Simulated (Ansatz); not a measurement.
Process, species as SMILES: [O-][SiH2]O -> O[SiH-]O
Each molecule is optimised on its own at B3LYP-D3(BJ)/def2-TZVP (Ansatz, a program for electronic structure), one conformer each, not searched for the lowest.

Property: isomerisation energy (electronic energy difference), in eV. Correlated levels leave the core frozen unless marked. No spin-orbit coupling. No relativistic terms. Anions need diffuse functions: aug- sets have them; def2-D sets add few; the other sets have none. CBS(X,Y): correlation extrapolated as X^-3; Hartree-Fock from the larger set.

```json
[
 {"level": "HF/6-31G", "program": "Ansatz", "isomerisation energy (eV)": "-0.13"},
 {"level": "r2SCAN0/def2-TZVPD", "program": "Ansatz", "isomerisation energy (eV)": "1.28"},
 {"level": "HSE06-D4/def2-TZVPD", "program": "Ansatz + dftd4", "isomerisation energy (eV)": "1.16"},
 {"level": "SCS-MP2/aug-cc-pV(D+d)Z", "program": "Ansatz", "isomerisation energy (eV)": "1.17"},
 {"level": "SCS-MP2/cc-pwCVTZ", "program": "Ansatz", "isomerisation energy (eV)": "1.41"}
]
```

Question: What does CCSD(T)/CBS(aug-cc-pV(T+d)Z,aug-cc-pV(Q+d)Z) (Ansatz) give?

Answer: 1.26 eV
